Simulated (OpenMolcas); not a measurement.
Bi IV: effect of correlating more closed shells

- Program: OpenMolcas
- Basis: ANO-RCC-VTZP [8s7p5d3f2g]
- Scalar Hamiltonian: DKH2, point nucleus
- Active space: 2 electrons in 4 orbitals (6s 6p)
- State averaging: 2S+1 = 3 even, 3 roots; 2S+1 = 1 even, 7 roots; 2S+1 = 3 odd, 3 roots; 2S+1 = 1 odd, 3 roots
- Spin-orbit coupling: state interaction with AMFI integrals over the reference wave functions, term energies averaged over their components

Methods on the same reference wave functions:
A. CASSCF
B. MS-CASPT2, IPEA 0.25 Eh, imaginary shift 0.1 Eh (closed shells correlated: none)
C. MS-CASPT2, IPEA 0.25 Eh, imaginary shift 0.1 Eh (closed shells correlated: 5d)
D. MS-CASPT2, IPEA 0.25 Eh, imaginary shift 0.1 Eh (closed shells correlated: 4f 5s 5p 5d)

Energies in cm⁻¹ above 6s² ¹S₀, the measured ground level; measured values from Moore, Atomic Energy Levels, vol. III, NSRDS-NBS 35 (1971 reprint of NBS Circular 467, 1958).

| Level | A | B | C | D | Measured |
| --- | --- | --- | --- | --- | --- |
| 6s² ¹S₀ | 0.0 | 0.0 | 0.0 | 0.0 | 0.0 |
| 6s 6p ³P°₀ | 67000 | 67500 | 74090 | 74670 | 70968 |
| 6s 6p ³P°₁ | 72416 | 72740 | 78760 | 79290 | 75926 |
| 6s 6p ³P°₂ | 88992 | 89490 | 96080 | 96660 |  |
| 6s 6p ¹P°₁ | 117822 | 114620 | 112720 | 112790 | 114602 |
| 6p² ³P₀ | 168452 | 167890 | 172600 | 173650 | 166552 |
| 6p² ³P₁ | 182910 | 183310 | 188520 | 189660 | 185014 |
| 6p² ¹S₀ | 226828 | 221600 | 224810 | 225530 |  |

Deviations, from unrounded energies. A percentage is the sum of absolute deviations over the sum of measured energies, with the sign that they share, or ± where signs differ.

```csv
Against measurement,Levels,A,B,C,D
mean absolute deviation (cm-1),5,2900,1900,3500,4100
other configurations (%),5,±2.4,±1.6,±2.8,±3.4
```

B lies closest to measurement on these levels and D furthest from it. The largest miss of B in the table is 6s 6p ³P°₀, by -3500 cm-1. The ranking rests on the paired levels alone, and a cruder setting can come out closer through cancelling errors.

Among B to D the level of the table that moves most is 6s 6p ³P°₀, by 7200 cm-1 (lowest in B, highest in D). Moves below CASPT2's spread within the term are not significant.

The lowest spin-free term lies below A's lowest term by 0.006 hartree in B, 0.401 hartree in C, 0.691 hartree in D.

What an inner shell adds also hangs on whether the basis holds functions to correlate it.

Over all roots computed the reference weight is 0.94 to 1.00 in B, 0.88 to 0.94 in C, 0.86 to 0.92 in D; the roots of lowest weight are the least certain, and an intruder state may touch them. The ¹D term of p² mixes with s d, which this space lacks. Spin-orbit splittings of 6p shells tend to come out small when the coupling is added on scalar orbitals. Computed and measured levels are paired by configuration, term and J; levels that our copy of the source lacks, or whose pairing is in doubt (as where it misses far off the trend of its configuration), stay unpaired and out of the deviations. Levels of configurations outside the active space are missing. The table leaves out levels that lie high or whose names do not pair safely across all columns.

° marks odd parity.
